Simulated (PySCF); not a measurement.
# Structure from 2D NMR

Compound of formula C₇H₁₂BF. Correlations simulated from computed shifts and the bond graph:

HSQC (one-bond C–H):
| δH | δC |
| --- | --- |
| 5.57 | 112.8 |
| 5.26 | 112.8 |
| 4.97 | 91.6 |
| 2.67 | 27.0 |
| 1.99 | 27.0 |
| 1.86 | 46.0 |
| 0.97 | 13.3 |

COSY cross peaks (H two or three bonds apart, from the bond graph; peaks can be absent where the dihedral angle is near 90°):
| δH | δH |
| --- | --- |
| 5.57 | 5.26 |
| 4.97 | 1.86 |
| 2.67 | 1.99 |
| 2.67 | 1.86 |
| 1.99 | 1.86 |

HMBC (two and three bonds, from the bond graph):
| δH | δC |
| --- | --- |
| 5.57 | 157.2, 91.6, 27.0 |
| 5.26 | 157.2, 91.6, 27.0 |
| 4.97 | 157.2, 112.8, 46.0, 27.0 |
| 2.67 | 157.2, 112.8, 91.6, 46.0 |
| 1.99 | 157.2, 112.8, 91.6, 46.0 |
| 1.86 | 157.2, 91.6, 27.0, 13.3 |
| 0.97 | 46.0, 13.3 |

Carbons without hydrogens: δ 157.2.

[PySCF 2.14.0 with density-fitted response routines: shieldings: GIAO PBE0/pcSseg-1; coordinates at the PBE0-D3(BJ)/def2-SVP level; non-relativistic; equivalent nuclei averaged; one conformer; gas phase]

Shifts are taken against calculated references (same method and geometry level): TMS for ¹H, ¹³C.

Exchangeable hydrogens are left out of these lists.

**Question.** Assemble the structure.

**Answer.** SMILES [C@@H]1(B(C)C)CC(=C)[C@H]1F.

Numbering as in the mapped SMILES `[CH2:1]=[C:2]1[CH2:3][C@@H:4]([B:5]([CH3:6])[CH3:7])[C@@H:8]1[F:9]`. Hydrogens are named by the atom that carries them. Ha(C3) is cis to B5 on the ring; Ha(C1) is cis to C3; Hb(C3) is trans to B5 on the ring; Hb(C1) is trans to C3.

1. δC 157.2 is C2, a fully substituted alkene carbon.
2. δC 112.8 is C1, a terminal =CH2 carbon (δH 5.57, 5.26).
3. δC 91.6 is C8, an allylic sp3 CH bonded to F (δH 4.97).
4. δC 46.0 is C4, an sp3 CH bonded to B (δH 1.86).
5. δC 27.0 is C3, an allylic sp3 CH2 (δH 1.99, 2.67).
6. δC 13.3 is C6/C7, a methyl carbon bonded to B (δH 0.97).
7. HMBC from δH 5.57 reaches the proton-free carbon C2.
8. HMBC from δH 5.26 reaches the proton-free carbon C2.
9. HMBC from δH 4.97 reaches the proton-free carbon C2.
10. HMBC from δH 2.67 reaches the proton-free carbon C2.
11. COSY links 5.57–5.26, 4.97–1.86, 2.67–1.99, 2.67–1.86, 1.99–1.86.

The shifts were computed for this structure.

A carbon bonded to boron is broadened by the quadrupolar boron nucleus and is often missing from a measured spectrum. Shifts are as computed. Against solution values, carbons near 30 ppm lie about +2 ppm off and those near 130 ppm about +5 ppm. Of 1309 compounds with measured shifts, 239 miss one by over three times the rms of a fit or turn the order of signals round; such compounds aren't used in these exercises.
